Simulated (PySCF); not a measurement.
Si(H)2(Me)(OAc) (C3H8O2Si), SMILES C[SiH2]OC(C)=O.

The structure is a stationary point at PBE0-D3(BJ)/def2-SVP. Other conformers were not sampled.

Vertical ionisation energy (IE) and electron affinity (EA) in eV. Rows of orbital energies are one-electron estimates. Where ΔSCF, EOM or ADC give a negative EA the extra electron is unbound and the value depends on the basis.

```tsv
level	IE	EA
−ε(HOMO), −ε(LUMO), HF/def2-TZVP (PySCF)	12.25	-3.37
−ε(HOMO), −ε(LUMO), PBE/def2-TZVP (PySCF)	6.38	1.06
```
